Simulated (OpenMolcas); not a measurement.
Au3+: effect of the metal basis and ligand basis

Au3+ with 6 ligands (fluoride) in octahedral coordination (Oh) at 2.16 Å. A charge of +0.5 e stands 2.4 Å behind each ligand.

```json
{
  "Program": "OpenMolcas 26.06",
  "Method": "SS-CASPT2, IPEA 0.25 Eh, imaginary shift 0.1 Eh (closed shells correlated: 5s 5p and the ligand valence shells)",
  "Spin-orbit coupling": "RASSI with atomic mean-field integrals over the reference wave functions"
}
```

Fixed: active space 8 electrons in 5 orbitals (5d), DKH2 Hamiltonian.

States (labels of O, the rotations of Oh). Energies in cm-1 above the lowest state or level, χT in cm3 K/mol.

| Run | Metal basis | Ligand basis | Ground state | First state of that spin | First gap with spin-orbit (degeneracies) | χT at 300 K | First state of another spin | Cost |
| --- | --- | --- | --- | --- | --- | --- | --- | --- |
| A | ANO-RCC-VDZP | ANO-RCC-VDZP | 3A2 | 3T2 19700 | 5480 (3, 2) | 1.619 | 1E 6070 | roughly 60 core-seconds |
| B | ANO-RCC-VTZP | ANO-RCC-VTZP | 3A2 | 3T2 18200 | 4820 (3, 2) | 1.663 | 1E 5370 | roughly 7 core-minutes |

Against A, the first state of the same spin changes by -7.6 % in B.

Costs are those of the CASPT2 steps.

Roots that are degenerate in the reference are averaged as groups; the widest CASPT2 spread within a group is 810 cm-1 (the 3-fold group of multiplicity 3 near 18200 cm-1 above the lowest state of its run, B). Shifts and gaps below about the spread of the groups concerned are not significant. Over all roots computed the reference weight is 0.67 to 0.70 in A, 0.66 to 0.68 in B; a low but even weight reflects the number of correlated electrons. Real 4d8 and 5d8 ions are as a rule square planar and diamagnetic. Ligand-to-metal charge-transfer states are missing. With no ligand orbital active B as a rule stays too high, so bands that hang on it stand too high and its fall with covalency is understated. With one d shell and no ligand orbital active, 10Dq can be off by a tenth or more. The least metal-like active orbital is 79 % on the metal (Löwdin) and no ligand orbital is active, so the numbers are rough (holds for A). The least metal-like active orbital is 77 % on the metal (Löwdin) and no ligand orbital is active, so the numbers are rough (holds for B). No measured value stands beside these numbers; the geometry is a model, was not optimised and need not be the one that this ion takes.
